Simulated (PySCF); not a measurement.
GaH₅OSi.
Geometry (PBE0-D3(BJ)/def2-SVP, Å), atoms numbered from 1 in this order:
```
atom  x, y, z in Å
Si1    1.5682   -0.3717    0.2259
O2     0.0121    0.0571   -0.0647
Ga3   -1.6673    0.5438   -0.3671
H4     2.3067   -0.5907   -1.0573
H5     2.2833    0.6942    0.9964
H6     1.6186   -1.6385    1.0208
H7    -2.3709   -0.2080   -1.5400
H8    -2.2123    1.6577    0.5815
```

Method: TDDFT CAM-B3LYP/def2-SVPD, vertical, gas phase, core orbitals frozen in the response (PySCF). Relativistic effects, spin–orbit coupling among them, are left out although an element past zinc is present.

| state | E (eV) | E (hartree) | f | main configurations (H = HOMO, L = LUMO) |
| --- | --- | --- | --- | --- |
| S1 | 5.32 | 0.1953 | 0.0001 | H→L (89%), H-2→L (9%) |
| S2 | 6.63 | 0.2438 | 0.114 | H-1→L (92%) |
| S3 | 6.80 | 0.2499 | 0.0001 | H-2→L (75%), H-5→L (14%) |
| S4 | 6.84 | 0.2515 | 0.0050 | H→L+1 (65%), H→L+2 (23%) |
| S5 | 7.26 | 0.2668 | 0.0016 | H-1→L+1 (68%), H-1→L+2 (22%) |
| S6 | 7.69 | 0.2826 | 0.193 | H→L+2 (66%), H→L+1 (21%) |
| S7 | 8.03 | 0.2952 | 0.013 | H-2→L+1 (27%), H→L+3 (22%), H-2→L+2 (20%) |
| S8 | 8.11 | 0.2982 | 0.044 | H-4→L (85%) |
| S9 | 8.26 | 0.3037 | 0.033 | H→L+4 (52%), H→L+3 (30%) |
| S10 | 8.30 | 0.3049 | 0.075 | H-1→L+2 (42%), H-1→L+4 (15%), H-1→L+1 (15%) |

Triplets, Tamm–Dancoff:

```csv
state,E (eV),λ (nm),"main configurations (H = HOMO, L = LUMO)"
T1,4.99,248.6,"H→L (81%), H-2→L (17%)"
T2,6.00,206.6,"H-1→L (84%), H-3→L (13%)"
T3,6.32,196.1,"H→L+2 (43%), H→L+1 (37%)"
T4,6.52,190.3,"H-2→L (65%), H-5→L (18%), H→L (14%)"
```

The lowest singlet lies at 5.32 eV (233 nm, ultraviolet) and is dark (f under 0.0005); its leading configuration is HOMO→LUMO (89%). The strongest level in the table is S6 at 7.69 eV (161 nm, f = 0.193). Löwdin shares by element: HOMO oxygen 37%, gallium 14%, silicon 13%, hydrogen 10% or more (atoms not listed hold the other 26%); LUMO gallium 63%, hydrogen 21% or more, oxygen 15%. The oscillator strengths of these states sum to 0.478; summed over the whole spectrum of an exact calculation they would give the number of electrons, 58 (Thomas–Reiche–Kuhn). The listed states span 2.98 eV, and the widest gap between neighbours is 1.32 eV (S1 to S2). Of the 10 states listed, 6 reach f = 0.01 and 2 stay under 0.0005. All these states lie below the vertical ionisation energy of 10.28 eV (ΔSCF). The window holds the lowest 10 singlets.

Time: 34 s wall. Hardware: one thread, Arm Neoverse V1, shared host.
